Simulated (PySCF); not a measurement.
OPb, singlet, geometry from GFN2-xTB (such geometries of metal compounds can be far from the true shape) (core potentials on Pb), with bond 2-1 at 2.4 times its length; CASSCF(4,3)/def2-SVP (PySCF).

Input for PySCF:
```python
from pyscf import gto, scf, mcscf
import numpy

mol = gto.Mole()
mol.atom = '''
    Pb   -0.00000000   -0.00000000   -0.17063352
    O     0.00000000    0.00000000    4.43647154
'''
mol.basis = 'def2-svp'
mol.ecp = {'Pb': 'def2-svp'}
mol.verbose = 4
mol.build()

mf = scf.RHF(mol)
mf.kernel()
mc = mcscf.CASSCF(mf, 3, 4)
mc.fix_spin_(ss=0.0)
mc.kernel()
occ = numpy.linalg.eigvalsh(mc.fcisolver.make_rdm1(mc.ci, mc.ncas, mc.nelecas))[::-1]
ss = mc.fcisolver.spin_square(mc.ci, mc.ncas, mc.nelecas)[0]
print('natural occupations', occ.round(4), ' <S^2>', round(ss, 4))
```

### Question
What does PySCF print? Leave out banner, timings and long lists.

### Answer

```
PySCF version 2.14.0

[INPUT] verbose = 4
[INPUT] num. atoms = 2
[INPUT] num. electrons = 30
[INPUT] charge = 0
[INPUT] spin (= nelec alpha-beta = 2S) = 0
[INPUT] symmetry False subgroup None
[INPUT] Mole.unit = angstrom
[INPUT] Symbol           X                Y                Z      unit          X                Y                Z       unit  Magmom
[...]
nuclear repulsion = 20.2155557359745
number of shells = 16
number of NR pGTOs = 85
number of NR cGTOs = 40
basis = def2-svp
ecp = {'Pb': 'def2-svp'}

******** <class 'pyscf.scf.hf.RHF'> ********
method = RHF
initial guess = minao
damping factor = 0
level_shift factor = 0
DIIS = <class 'pyscf.scf.diis.CDIIS'>
diis_start_cycle = 1
diis_space = 8
diis_damp = 0
SCF conv_tol = 1e-09
SCF conv_tol_grad = None
SCF max_cycles = 50
direct_scf = True
direct_scf_tol = 1e-13
Set gradient conv threshold to 3.16228e-05
Initial guess from minao.
init E= -241.666962468524
[...]
cycle= 1 E= -258.660297464734  delta_E=  -17  |g|= 2.39  |ddm|=   13

WARN: HOMO 0.319580800571508 == LUMO 0.31958080057152

cycle= 2 E= -207.325851904508  delta_E= 51.3  |g|= 5.59  |ddm|= 14.7
[...]
cycle= 3 E= -264.15631938406  delta_E= -56.8  |g|= 2.63  |ddm|= 13.3
[...]
cycle= 4 E= -265.453013614969  delta_E= -1.3  |g|= 1.16  |ddm|= 1.25
[...]
cycle= 5 E= -259.542354218824  delta_E= 5.91  |g|= 1.92  |ddm|= 3.53
[...]
cycle= 6 E= -259.788569986129  delta_E= -0.246  |g|= 2.06  |ddm|= 0.258
[...]
cycle= 7 E= -259.620104739865  delta_E= 0.168  |g|= 1.98  |ddm|= 0.179
[...]
cycle= 8 E= -259.871016568093  delta_E= -0.251  |g|= 2.14  |ddm|= 0.246
[...]
cycle= 9 E= -259.862833401911  delta_E= 0.00818  |g|= 2.13  |ddm|= 0.00629
[...]
cycle= 10 E= -259.836560798406  delta_E= 0.0263  |g|= 2.11  |ddm|= 0.0198
[...]
cycle= 11 E= -259.947690345616  delta_E= -0.111  |g|= 2.19  |ddm|= 0.102
[...]
cycle= 12 E= -264.3644587478  delta_E= -4.42  |g|= 2.46  |ddm|= 3.89
[...]
cycle= 13 E= -256.844382989  delta_E= 7.52  |g|= 3.33  |ddm|= 9.79
[...]
cycle= 14 E= -256.568875693552  delta_E= 0.276  |g|= 3.35  |ddm|= 1.54
[...]
cycle= 15 E= -263.646622653728  delta_E= -7.08  |g|= 2.91  |ddm|= 9.06
[...]
cycle= 16 E= -264.121069282869  delta_E= -0.474  |g|= 2.63  |ddm|= 0.463
[...]
cycle= 17 E= -264.233135263321  delta_E= -0.112  |g|= 2.56  |ddm|= 0.16
[...]
cycle= 18 E= -264.22029235574  delta_E= 0.0128  |g|= 2.57  |ddm|= 0.0485
[...]
cycle= 19 E= -264.82531636387  delta_E= -0.605  |g|= 2.06  |ddm|= 0.648
[...]
cycle= 20 E= -259.218375243753  delta_E= 5.61  |g|= 1.98  |ddm|= 4.12
[...]
cycle= 21 E= -265.409864581439  delta_E= -6.19  |g|= 1.24  |ddm|= 3.81
[...]
cycle= 22 E= -259.413731152202  delta_E=    6  |g|= 1.94  |ddm|= 3.65
[...]
cycle= 23 E= -259.377044135425  delta_E= 0.0367  |g|= 1.96  |ddm|= 0.137
[...]
cycle= 24 E= -259.384773367625  delta_E= -0.00773  |g|= 1.96  |ddm|= 0.0282
[...]
cycle= 25 E= -259.459211662622  delta_E= -0.0744  |g|= 1.94  |ddm|= 0.116
[...]
cycle= 26 E= -259.488627819057  delta_E= -0.0294  |g|= 1.93  |ddm|= 0.0471
[...]
cycle= 27 E= -259.605301853745  delta_E= -0.117  |g|= 1.93  |ddm|= 0.152
[...]
cycle= 28 E= -264.414995308067  delta_E= -4.81  |g|= 2.43  |ddm|=    4
[...]
cycle= 29 E= -259.446070278154  delta_E= 4.97  |g|= 1.94  |ddm|= 4.08
[...]
cycle= 30 E= -259.654680898833  delta_E= -0.209  |g|= 4.37  |ddm|= 8.46
[...]
cycle= 31 E= -257.419155250821  delta_E= 2.24  |g|= 3.57  |ddm|= 3.64
[...]
cycle= 32 E= -261.920980695133  delta_E= -4.5  |g|= 3.88  |ddm|= 7.25
[...]
cycle= 33 E= -263.905561939697  delta_E= -1.98  |g|= 2.77  |ddm|= 3.42
[...]
cycle= 34 E= -264.004843770024  delta_E= -0.0993  |g|= 2.71  |ddm|= 0.159
[...]
cycle= 35 E= -265.076694573336  delta_E= -1.07  |g|= 1.77  |ddm|=  1.5
[...]
cycle= 36 E= -265.566570731888  delta_E= -0.49  |g|= 0.919  |ddm|= 0.985
[...]
cycle= 37 E= -263.838406788949  delta_E= 1.73  |g|= 2.82  |ddm|= 2.76
[...]
cycle= 38 E= -259.574484224912  delta_E= 4.26  |g|= 2.05  |ddm|= 1.86
[...]
cycle= 39 E= -259.804234705432  delta_E= -0.23  |g|= 2.15  |ddm|= 0.238
[...]
[...]
SCF not converged.
[...]

******** <class 'pyscf.mcscf.mc1step.CASSCF'> ********
CAS (2e+2e, 3o), ncore = 13, nvir = 24
max_cycle_macro = 50
max_cycle_micro = 4
conv_tol = 1e-07
conv_tol_grad = None
orbital rotation max_stepsize = 0.02
orbital rotation threshold for CI restart = 0.01
augmented hessian ah_max_cycle = 30
augmented hessian ah_conv_tol = 1e-12
augmented hessian ah_linear dependence = 1e-14
augmented hessian ah_level shift = 1e-08
augmented hessian ah_start_tol = 2.5
augmented hessian ah_start_cycle = 3
augmented hessian ah_grad_trust_region = 3
kf_trust_region = 3
kf_interval = 4
ci_response_space = 4
ci_grad_trust_region = 3
with_dep4 0
natorb = False
canonicalization = True
sorting_mo_energy = False
ao2mo_level = 2
internal_rotation = False
******** <class 'pyscf.fci.addons.SpinPenaltyFCISolver'> ********
max. cycles = 50
conv_tol = 1e-08
davidson only = True
linear dependence = 1e-12
level shift = 0.001
max iter space = 12
nroots = 1
pspace_size = 400
spin = None
CASCI E = -264.731898854324  S^2 = 0.0000000
Set conv_tol_grad to 0.000316228
macro iter   1 ( 21 JK    4 micro), CASSCF E = -265.581770300344  dE = -8.49871446e-01  S^2 = 0.0000000
               |grad[o]|= 1.64  |grad[c]|=0.715  |ddm|=0.0302  |maxRot[o]|=0.314
macro iter   2 ( 21 JK    4 micro), CASSCF E = -265.935332687483  dE = -3.53562387e-01  S^2 = 0.0000000
               |grad[o]|= 1.35  |grad[c]|=0.386  |ddm|=0.00531  |maxRot[o]|=0.273
macro iter   3 ( 21 JK    4 micro), CASSCF E = -266.139133171093  dE = -2.03800484e-01  S^2 = 0.0000000
               |grad[o]|=0.802  |grad[c]|=0.0846  |ddm|= 1.26  |maxRot[o]|=0.266
macro iter   4 ( 21 JK    4 micro), CASSCF E = -266.249990052130  dE = -1.10856881e-01  S^2 = 0.0000000
               |grad[o]|= 0.62  |grad[c]|=0.0602  |ddm|= 0.97  |maxRot[o]|=0.255
macro iter   5 ( 21 JK    4 micro), CASSCF E = -266.305087961475  dE = -5.50979093e-02  S^2 = 0.0000000
               |grad[o]|=0.473  |grad[c]|=0.0232  |ddm|=0.332  |maxRot[o]|=0.307
macro iter   6 ( 21 JK    4 micro), CASSCF E = -266.345326269319  dE = -4.02383078e-02  S^2 = 0.0000000
               |grad[o]|= 0.33  |grad[c]|=0.0036  |ddm|=0.0137  |maxRot[o]|=0.238
macro iter   7 ( 21 JK    4 micro), CASSCF E = -266.358002940604  dE = -1.26766713e-02  S^2 = 0.0000000
               |grad[o]|=0.198  |grad[c]|=0.0376  |ddm|=0.00513  |maxRot[o]|=0.266
macro iter   8 ( 21 JK    4 micro), CASSCF E = -266.367270801829  dE = -9.26786122e-03  S^2 = 0.0000000
               |grad[o]|=0.145  |grad[c]|=0.0119  |ddm|=0.139  |maxRot[o]|=0.128
macro iter   9 ( 21 JK    4 micro), CASSCF E = -266.382190550674  dE = -1.49197488e-02  S^2 = 0.0000000
               |grad[o]|=0.106  |grad[c]|=0.00507  |ddm|=0.531  |maxRot[o]|=0.272
macro iter  10 ( 20 JK    4 micro), CASSCF E = -266.387548148725  dE = -5.35759805e-03  S^2 = 0.0000000
               |grad[o]|=0.0767  |grad[c]|=0.0013  |ddm|=0.219  |maxRot[o]|=0.126
macro iter  11 ( 21 JK    4 micro), CASSCF E = -266.388279368289  dE = -7.31219564e-04  S^2 = 0.0000000
               |grad[o]|=0.0124  |grad[c]|=0.0714  |ddm|=0.00283  |maxRot[o]|=0.314
macro iter  12 ( 21 JK    4 micro), CASSCF E = -266.388552771695  dE = -2.73403406e-04  S^2 = 0.0000000
               |grad[o]|=0.011  |grad[c]|=0.0718  |ddm|=0.00594  |maxRot[o]|=0.314
macro iter  13 ( 14 JK    4 micro), CASSCF E = -266.388575287468  dE = -2.25157726e-05  S^2 = 0.0000000
               |grad[o]|=0.00792  |grad[c]|=0.0132  |ddm|=0.00107  |maxRot[o]|=0.0996
macro iter  14 (  7 JK    1 micro), CASSCF E = -266.388575367728  dE = -8.02599516e-08  S^2 = 0.0000000
               |grad[o]|=6.75e-05  |grad[c]|=5.53e-05  |ddm|=0.000274  |maxRot[o]|=0.00835
1-step CASSCF converged in  14 macro (272 JK  53 micro) steps
CASSCF canonicalization
Density matrix diagonal elements [1.01971163 1.04583698 1.93445139]
CASSCF energy = -266.388575367728
CASCI E = -266.388575367728  E(CI) = -3.12801262913433  S^2 = 0.0000000
natural occupations [2.     1.0197 0.9803]  <S^2> 0.0
```

Convergence was not reached.
